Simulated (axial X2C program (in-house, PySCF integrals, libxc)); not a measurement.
# Spin–orbit effects down a group: molecules with In, CCSD(T)

Computed with an in-house relativistic program for diatomic molecules, spin-free (one-electron X2C) or two-component (2c: spin–orbit coupling with atomic mean-field Coulomb and Gaunt terms, which also bring small scalar terms), in Dyall basis sets with cores contracted in-house; open shells are unrestricted.

Basis sets: Br dyall-cv3z, Cl dyall-av3z, F dyall-av3z, I dyall-cv3z, In dyall-cv3z. Frozen shells (counts by l): InF In 4s3p1d, F 1s, 20 electrons correlated; InCl In 4s3p2d, Cl 2s1p, 10 electrons correlated; InBr In 4s3p2d, Br 3s2p1d, 10 electrons correlated; InI I 4s3p2d, In 4s3p2d, 10 electrons correlated. Coupled cluster in natural virtuals with an MP2 remainder. Where the outer core of a metal is frozen, bonds come out longer and ionisation energies lower. Frozen cores can differ along the series, which adds to the trend.

```csv
molecule,spin-free state,Re (Å),ωe (cm⁻¹),De (eV),2c state,Re 2c (Å),ωe 2c (cm⁻¹),De 2c (eV)
InF,"M_S = 0, Λ = 0",1.993,530.9,n/a,Ω = 0,1.993,529.9,n/a
InCl,"M_S = 0, Λ = 0",2.419,313.3,n/a,Ω = 0,2.442,306.8,4.31
InBr,"M_S = 0, Λ = 0",2.581,218.4,4.02,Ω = 0,2.582,218.2,3.73
InI,"M_S = 0, Λ = 0",2.801,173.1,3.51,Ω = 0,2.803,172.5,3.08
```

Each entry is the lowest single determinant of a limited PBE0 search at one distance. De goes to single-determinant-based atoms at the same level (for ions the charge split of lowest energy) and is withheld (n/a) where an atom does not fit its ground term or J level. Main or longest-lived isotopes.
